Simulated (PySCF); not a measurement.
# Relaxation of singlet GaSCl

All numbers come from PBE0/[Ga def2-TZVP, S def2-TZVP, Cl def2-TZVP], no relativity, density fitting, PySCF. A (50,194) grid was used.

A hand-made bent start, of Cs symmetry, held to at least that symmetry:

```xyz
3
charge 0 multiplicity 1, angstrom
Ga   -0.0634    0.0000   -0.6140
S    -1.7918    0.0000    0.5962
Cl    1.7633    0.0000    0.6651
```

(1) What forces act on the atoms at the start (eV/Å)?

(2) What does it relax to?

(3) How much energy is released, and in how many steps?

Answers

(1) 
```json
{"atom": "Ga1", "Fx": "0.22", "Fy": "0.00", "Fz": "2.63"}
{"atom": "S2", "Fx": "0.10", "Fy": "0.00", "Fz": "-1.27"}
{"atom": "Cl3", "Fx": "-0.33", "Fy": "0.00", "Fz": "-1.36"}
```

(2) It ends at C∞v with Ga–Cl 2.089 Å, Ga–S 2.008 Å; Cl–Ga–S 180.0°. The frequency run here used a shortcut that can spoil soft modes, so no verdict on minimum or saddle point is given.

(3) 135.7 kJ/mol in 8 steps.

The relaxation took of the order of 90 core-seconds on a shared host.
